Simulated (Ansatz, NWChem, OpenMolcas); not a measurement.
**A small benchmark: atomisation enthalpy at 298 K**

6 molecules holding an element from Na to Cl; the atomisation enthalpy at 298 K in kJ/mol, computed less measured. Shapes, held fixed at every level: PBE0-D4/def2-TZVP. Thermal terms are harmonic and unscaled (PBE0-D4/def2-TZVP); the spin-orbit lowering of the free atoms is taken from their spectra. Programs: Ansatz 0.2.0, NWChem 7.3.0, OpenMolcas 26.06. A level may come from different programs for different species; with the same settings they agree closely. Measured values: CRC Handbook of Chemistry and Physics, NIST-JANAF tables.

Levels: A = M06-2X/aug-cc-pVDZ; B = B2PLYP/aug-cc-pVDZ; C = MP2/aug-cc-pVDZ.

```csv
molecule,from tabulated heats,A,B,C
BClF2 (chlorodifluoroborane),1736,-33,-80,-42
SOF2 (thionyl fluoride),1229,-104,-142,-104
SiH3Cl (chlorosilane),1367,-50,-81,-122
SiH2F2 (SMILES F[SiH2]F),1836,-120,-151,-141
C2H4S (thiirane),2501,-33,-99,-148
SiH3(SiH3),2128,-55,-89,-191
```

Problem. Which level does best on this set, which worst, and which err to one side?

Solution. 
| level | kind | mean error | mean absolute error | worst case |
| --- | --- | --- | --- | --- |
| M06-2X/aug-cc-pVDZ | global hybrid | -65.8 | 65.8 | SiH2F2 |
| B2PLYP/aug-cc-pVDZ | double hybrid | -107.0 | 107.0 | SiH2F2 |
| MP2/aug-cc-pVDZ | perturbation theory | -124.7 | 124.7 | SiH3(SiH3) |

On this set M06-2X/aug-cc-pVDZ has the smallest mean absolute error and MP2/aug-cc-pVDZ the largest. M06-2X/aug-cc-pVDZ is too low in 6 of 6; B2PLYP/aug-cc-pVDZ is too low in 6 of 6; MP2/aug-cc-pVDZ is too low in 6 of 6. The heats of SiH3Cl (chlorosilane) come from older tables and can be uncertain by 10 kJ/mol or more. Heats of the atoms come from ATcT where it has them, that of boron, 570 kJ/mol, from recent work. The tabulated values of BClF2, SOF2, SiH2F2, SiH3(SiH3) are in doubt (older tables, estimates, or at odds with other calculations) and kept here. A functional in a double-zeta set wins here by errors that cancel. Correlated wave functions converge slowly with the basis. The set is small.
